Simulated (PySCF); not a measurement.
# How methods differ on the ionisation energy of V

V [Ar] 3d3 4s2 (4F) → V⁺ [Ar] 3d4 (5D), as a difference of total energies. All numbers are calculated (PySCF 2.14, scalar relativity by spin-free X2C-1e, in jorge-DZP-DKH (8s6p2d1f, 43 functions)). Correlated levels: valence: [Ar] frozen. The calculations carry no spin-orbit coupling.

| method | ionisation energy (eV) |
| --- | --- |
| UHF | 6.240 |
| LDA | 6.636 |
| MP2 (valence) | 6.516 |
| SCS-MP2 (valence) | 6.916 |

Errors of the correlated levels include the incompleteness of this basis and the frozen core.

Question: Which method comes closest to the reference value, and which is furthest?

Answer: The reference is 6.732 eV (measured; NIST levels, between the centres of gravity of the two terms). Closest: LDA (error -0.096 eV); furthest: UHF (error -0.492 eV).
